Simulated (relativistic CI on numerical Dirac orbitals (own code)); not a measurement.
Ligand-field terms of d4

Computed with a parametric ligand-field model of a d^n configuration (Racah B and C, spin-orbit zeta, crystal field), exact diagonalisation.

Field parameters in Wybourne normalisation: D3d B²₀ = −7Dσ, B⁴₀ = −14Dq − 21Dτ, B⁴₃ = −14√(10/7) Dq; D4h B²₀ = −7Ds, B⁴₀ = 21(Dq − Dt), B⁴₄ = 21√(5/14) Dq; Oh B⁴₀ = 21Dq, B⁴₄ = √(5/14) B⁴₀; Td as Oh with Dq negative (B⁴₀ = 21Dq, B⁴₄ = √(5/14) B⁴₀). The field is a parameter set, without covalency.

Q: Ground term and bands for B = 310, C = 1570, ζ = 0 cm⁻¹, Oh, 10Dq = 4100 cm⁻¹?

A: Ground term 5E with 1.00 electrons in the two orbitals of the cubic e set. Spin-allowed: 5T2 4100 cm⁻¹ (2439 nm). Lowest spin-forbidden: 3T1 4735 cm⁻¹ (2112 nm), 3E 7794 cm⁻¹ (1283 nm), 3T1 8259 cm⁻¹ (1211 nm).

Q: Ground term and bands for B = 1000, C = 5150, ζ = 0 cm⁻¹, Oh, 10Dq = 4100 cm⁻¹?

A: Ground term 5E with 1.00 electrons in the two orbitals of the cubic e set. Spin-allowed: 5T2 4100 cm⁻¹ (2439 nm). Lowest spin-forbidden: 3T1 23069 cm⁻¹ (433 nm), 3E 25121 cm⁻¹ (398 nm), 3T2 26857 cm⁻¹ (372 nm).

Q: Ground term and bands for B = 680, C = 2920, ζ = 0 cm⁻¹, D4h, 10Dq = 25700, Ds = -1500, Dt = 720 cm⁻¹?

A: Ground term 3A2 with 0.02 electrons in the two orbitals of the cubic e set. Spin-allowed: 3E 7808 cm⁻¹ (1281 nm), 3E 18938 cm⁻¹ (528 nm), 3A1 23258 cm⁻¹ (430 nm), 3B1 24697 cm⁻¹ (405 nm). Lowest spin-forbidden: 5A1 7860 cm⁻¹ (1272 nm), 1B2 8550 cm⁻¹ (1170 nm), 1B1 9445 cm⁻¹ (1059 nm).

Q: Ground term and bands for B = 360, C = 1610, ζ = 0 cm⁻¹, Td, 10Dq = -2450 cm⁻¹?

A: Ground term 5T2 with 2.00 electrons in the two orbitals of the cubic e set. Spin-allowed: 5E 2450 cm⁻¹. Lowest spin-forbidden: 3T1 6319 cm⁻¹ (1582 nm), 3T2 7338 cm⁻¹ (1363 nm), 1A1 8108 cm⁻¹ (1233 nm).

Q: Ground term and bands for B = 810, C = 3130, ζ = 0 cm⁻¹, D3d, 10Dq = 12150, Dσ = -780, Dτ = -40 cm⁻¹?

A: Ground term 5E with 1.01 electrons in the two orbitals of the cubic e set. Spin-allowed: 5A1 10335 cm⁻¹ (968 nm), 5E 13021 cm⁻¹ (768 nm). Lowest spin-forbidden: 3E 6077 cm⁻¹ (1646 nm), 3A2 8094 cm⁻¹ (1236 nm), 1A1 14175 cm⁻¹ (705 nm).
